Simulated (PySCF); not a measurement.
## Working out the ionisation energy of Pt⁺

Pt⁺ [Xe] 4f14 5d9 (2D) → Pt²⁺ [Xe] 4f14 5d8 (3F). Computed with PySCF 2.14 in aug-cc-pVTZ-PP with ECP60MDF (6s6p5d3f2g, 88 functions), with scalar relativity through the core potential. Frozen: 5s2 5p6. Energies in hartree (1 hartree = 27.21139 eV):

```
            part  Pt⁺ (lower)  Pt²⁺ (upper)
             UHF  -118.237756   -117.617549
CCSD correlation    -0.262086     -0.202970
             (T)    -0.011645     -0.006436
```

Task: What does Hartree-Fock give?

Result: (-117.617549) − (-118.237756) = 0.620207 hartree = 16.877 eV.

Task: What do CCSD and CCSD(T) give?

Result: The CCSD correlation energies differ by 0.059116 hartree = 1.609 eV and the triples by 0.005209 hartree = 0.142 eV, so CCSD gives 18.486 eV and CCSD(T) 18.628 eV.

Reference: 18.56 ± 0.12 eV (measured; NIST Atomic Spectra Database, ionization energies), between the lowest levels; spin-orbit coupling is absent from the calculation.

What remains against the reference includes basis incompleteness, the frozen core and higher excitations.
